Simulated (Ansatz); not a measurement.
Ansatz (a quantum-chemistry and plane-wave program) input (wB97X/def2-TZVPD):

Ansatz 0.2 input:
```yaml
crystal:
  periodic: [false, false, false]
  atoms:
    - {symbol: Cl, position_ang: [1.30670399, -0.64037224, 0.04849396]}
    - {symbol: Ga, position_ang: [-0.63731559, 0.31232721, -0.02365184]}
    - {symbol: H, position_ang: [-0.60835339, 1.86893265, -0.02949633]}
    - {symbol: H, position_ang: [-1.84883127, -0.66474803, -0.06169390]}
basis:
  gaussian:
    orbitals: def2-TZVPD
hamiltonian:
  xc: {name: wB97X}
```

Output:

```
Functional definition: wB97X
integrals: 0.06 GiB planned
801 factors; their error is unknown
integrals: 0.10 GiB planned
225 factors; integrals over basis functions are off by at most 1.7e-4 eV
0.22 GiB of the device are held for the grids
1.51 GiB of device memory are held for the factors and their scratch space
mean field: 0.45 GiB planned
mean field evaluation 1: about -64934.7614 eV, gradient 2.6e1 eV
mean field evaluation 2: about -64935.0928 eV, gradient 2.9e1 eV
mean field evaluation 4: about -64935.8473 eV, gradient 9.6e-1 eV
mean field evaluation 8: about -64935.9646 eV, gradient 7.4e-2 eV
mean field evaluation 16: about -64935.9646 eV, gradient 1.7e-5 eV
mean field -64935.96457878 eV, -2386.3526830924 hartree, gradient 1.7e-5 eV, S^2 0.000000; 0 other end points of the search recorded, 0 dependent functions left out
reference -64935.96453784 eV, -2386.3526815879 hartree; 25, 25 occupied and 93, 93 virtual orbitals, 801 factors
Total energy: -64935.96453784 eV, -2386.3526815879 hartree
```
